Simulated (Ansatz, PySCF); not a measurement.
This singlet lies 1.14 eV below the relaxed triplet at the level frozen-core CCSD(T)/cc-pVTZ // PBE0-D3(BJ)/def2-TZVP (Ansatz, a quantum-chemistry and plane-wave program).

# CH₅NSi, SMILES `N[C][SiH3]` (lower singlet) (charge 0, multiplicity 1)

Calculation: PySCF with PBE0-D3(BJ)/def2-TZVP.

```json
{
 "HOMO": "-5.69 eV",
 "dipole_moment": "0.645 e·Å",
 "HOMO–LUMO gap": "4.62 eV",
 "LUMO": "-1.07 eV",
 "total_energy": "-385.0767 Ha",
 "cost": "very roughly 17 core-seconds"
}
```

```xyz
8

N      1.5056     0.2685     0.2498
C      0.4687    -0.2061     0.8623
Si    -1.1361    -0.2345    -0.1033
H      2.4062     0.3119     0.7183
H      1.5300     0.6287    -0.7089
H     -2.1285     0.5708     0.6548
H     -1.0501     0.3067    -1.5048
H     -1.5958    -1.6461    -0.1682
```
Charge 0, spin multiplicity 1.
